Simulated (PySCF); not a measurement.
# Removing the step error of a finite difference

System: ethane (C₂H₆), singlet, at a GFN2-xTB geometry. Level: PBE0/cc-pVDZ, polarisability (PySCF). Sums are taken with unrounded values, so a last digit can differ.

Second differences of the energy in a field along z gave a polarisability along z of 25.669 bohr³ at step 0.005 and 25.714 bohr³ at step 0.02 (atomic units).

Task: Extrapolate to zero step.

Result: The leading error of a symmetric difference goes as h², so A(h) = A0 + c h². Then c = (25.714 - (25.669))/(0.02² - 0.005²) = 120 (atomic units) and A0 = 25.669 - c × 0.005² = 25.666 bohr³. The analytic value from the same program and level is 25.666 bohr³: the smaller step missed it by 0.003, the extrapolation by 0.000.
